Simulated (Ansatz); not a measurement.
Start from `N[CH]([SiH3])[SbH2]` and change one atom or group to get `N[CH]([SiH3])[ZnH]`.

Ansatz, PBE0-D4/def2-TZVP geometries, multiplicity 1. Each molecule was computed in one conformer, which needn't be the lowest.

Elements past krypton have def2 core potentials. Scalar relativity is left out up to krypton. Spin–orbit coupling is left out; it splits and shifts lone-pair levels of the heavy atoms by tenths of an eV.

```csv
property,`N[CH]([SiH3])[SbH2]`
HOMO–LUMO gap (PBE/def2-TZVPP) / eV,4.05
HOMO energy (PBE/def2-TZVPP) / eV,-5.34
HOMO energy (B3LYP/def2-TZVPP) / eV,-6.37
LUMO energy (ωB97M-V/def2-TZVPP) / eV,1.10
LUMO energy (B3LYP/def2-TZVPP) / eV,-0.74
HOMO energy (PBE0/def2-TZVPP) / eV,-6.59
```

Question: What does the change do to each property? (An estimate is asked.)

Answer: The calculation gave: 
```
                             property  `N[CH]([SiH3])[ZnH]`  shift
  HOMO–LUMO gap (PBE/def2-TZVPP) / eV                  3.41  -0.64
    HOMO energy (PBE/def2-TZVPP) / eV                 -4.87   0.47
  HOMO energy (B3LYP/def2-TZVPP) / eV                 -5.83   0.54
LUMO energy (ωB97M-V/def2-TZVPP) / eV                  0.65  -0.45
  LUMO energy (B3LYP/def2-TZVPP) / eV                 -0.98  -0.24
   HOMO energy (PBE0/def2-TZVPP) / eV                 -6.01   0.58
```

With PBE0 the HOMO rises by 0.58 eV and the LUMO falls by 0.20 eV, so the gap narrows by about 0.78 eV. PBE moves the HOMO by 0.47 eV and ωB97M-V by 0.58 eV.

B3LYP here is the variant with VWN-RPA as its local correlation; programs differ in this.
